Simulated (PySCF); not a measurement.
**Correlation energy of Hf(2+) (hafnium, charge +2)**

[Xe] 4f14 5d2, high-spin 3F determinant. All numbers are calculated (PySCF 2.14, scalar relativity through the core potential, in aug-cc-pVDZ-PP with ECP60MDF). Frozen: 5s2 5p6; 2 electrons correlated.

With two correlated electrons CCSD is exact within the correlated space (frozen core and kept virtual orbitals).

| level | correlation energy (mhartree) |
| --- | --- |
| CCSD | -2.97 |

Diagnostics: T1 = 0.0019, D1 = 0.0027, largest double amplitude 0.016.

**Question.** Is a single reference adequate?

**Answer.** Yes, within this model without spin-orbit coupling: T1 lies below 0.03 and no double amplitude reaches 0.07.
